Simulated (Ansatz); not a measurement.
A nudged elastic band was laid between two geometries of AlH3O2S (7 atoms, charge 0, multiplicity 1).

Computed with UKS PBE0/def2-SVP in Ansatz 0.2.0.

```
movable images  : 7
climbing image  : yes
spring          : 5.0 eV/Å²
optimiser       : quadratic models (default)
start path      : through a guess of the saddle point
force threshold : 0.05 eV/Å
iteration limit : 60
end points      : relaxed
```

Initial state:

```xyz
7
Properties=species:S:1:pos:R:3
Al 0.003 0.256 -0.136
S 0.493 -0.647 1.796
O -0.599 -0.626 -1.449
H -0.777 -1.563 -1.513
O 0.219 1.915 -0.379
H 0.122 -1.892 1.425
H 0.540 2.557 0.255
```

Final state:

```xyz
7
Properties=species:S:1:pos:R:3
Al 0.069 0.252 0.069
S 0.492 -0.853 1.899
O -0.538 -0.443 -1.355
H -0.747 -1.358 -1.540
O 0.385 1.912 0.130
H 0.084 -2.037 1.390
H 0.255 2.527 -0.593
```

Problem. What changes between the two ends?

Solution. No bond is made or broken.

Problem. Give the energies along the band, and the barrier.

Solution. The forces met the threshold. The highest image is number 2 of 0 to 8, 5.6 kJ/mol above the first end and 9.7 kJ/mol above the last; the last end lies 4.1 kJ/mol below the first. A vibrational analysis at the climbing image gives one clearly imaginary mode, 337i cm⁻¹: a first-order saddle point.

```json
{"image": "0", "path coordinate (Å)": "0.00", "energy (kJ/mol)": "0.0"}
{"image": "1", "path coordinate (Å)": "0.33", "energy (kJ/mol)": "2.2"}
{"image": "2", "path coordinate (Å)": "0.67", "energy (kJ/mol)": "5.6"}
{"image": "3", "path coordinate (Å)": "0.80", "energy (kJ/mol)": "5.0"}
{"image": "4", "path coordinate (Å)": "0.94", "energy (kJ/mol)": "2.9"}
{"image": "5", "path coordinate (Å)": "1.07", "energy (kJ/mol)": "0.3"}
{"image": "6", "path coordinate (Å)": "1.21", "energy (kJ/mol)": "-2.1"}
{"image": "7", "path coordinate (Å)": "1.35", "energy (kJ/mol)": "-3.6"}
{"image": "8", "path coordinate (Å)": "1.48", "energy (kJ/mol)": "-4.1"}
```

Problem. What is the geometry of the highest image?

Solution. 
```xyz
7
Properties=species:S:1:pos:R:3
Al -0.022 0.252 -0.032
S 0.431 -0.784 1.836
O -0.561 -0.566 -1.415
H -0.794 -1.490 -1.497
O 0.106 1.916 -0.070
H 0.190 -2.017 1.338
H 0.650 2.690 -0.161
```

Problem. What are the harmonic wavenumbers there?

Solution. 337i, 92, 172, 210, 239, 258, 297, 459, 536, 653, 836, 993, 2716, 4008, 4110 cm⁻¹.

Run time: 4.9 min on 2 threads of Intel(R) Xeon(R) Platinum 8375C CPU @ 2.90GHz (Ice Lake), with other jobs on the host, peak memory 0.23 GiB.
